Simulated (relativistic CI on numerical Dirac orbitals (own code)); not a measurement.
# Hyperfine structure of Nb XXXV, mass number 93

Method of calculation: Dirac-Coulomb-Breit CI, KLI orbitals optimised for each configuration, QED by a radiative potential, unscaled Slater integrals (own radial code, finite nucleus).

Configurations in the expansion (outside the closed core 1s2): 2s²2p³, 2s2p⁴, 2p⁵, 2p⁴3s, 2p⁴3p, 2p⁴3d, 2s²2p²3s, 2s²2p²3p, 2s²2p²3d, 2s2p³3s, 2s2p³3p, 2s2p³3d, 2s²2p²4s, 2s²2p²4p, 2s²2p²4d, 2s²2p²4f. Levels of other configurations are missing.

Nuclear spin I = 9/2, μ = 6.163 μN, Q = -0.32 b (tables of Stone and Pyykkö). The electronic factors are computed for point nuclear moments, without core polarisation or the Bohr-Weisskopf and QED corrections.

```tsv
Level	E (Ry)	A (GHz)	B (GHz)
2s²2p³ ²D°5/2	7.6145	334	0.247
2s²2p³ ²P°1/2	9.0956	984.1	
2s²2p³ ²P°3/2	15.5753	180.7	82
2s2p⁴ ⁴P5/2	17.4680	756.5	-40.1
2s2p⁴ ⁴P1/2	20.7478	2745	
2s2p⁴ ⁴P3/2	25.4493	517.5	58.2
2s2p⁴ ²D5/2	27.0706	929.5	114
2s2p⁴ ²P1/2	28.7600	-347.8
```

Levels with J = 0, under 50 % of one LS term, or S terms without an open s electron are left out. Small factors come from cancelling terms and can be off by tens of per cent or more.

At this charge energies of transitions that change n are usually good to better than 1 %, and those within a shell (Δn = 0) to a few per cent.

(1) Give the hyperfine levels of 2s²2p³ ²D°5/2 relative to its centre of gravity.

Results:

(1) With K = F(F + 1) − I(I + 1) − J(J + 1), E = AK/2 + B[¾K(K + 1) − I(I + 1)J(J + 1)]/[2I(2I − 1)J(2J − 1)]: F = 2: -4592, F = 3: -3590, F = 4: -2254, F = 5: -584.5, F = 6: 1419, F = 7: 3757 GHz.

LS names give the leading component of a level, which can be under half, so a name can repeat, a term be missing and a line seem to break the LS rules.
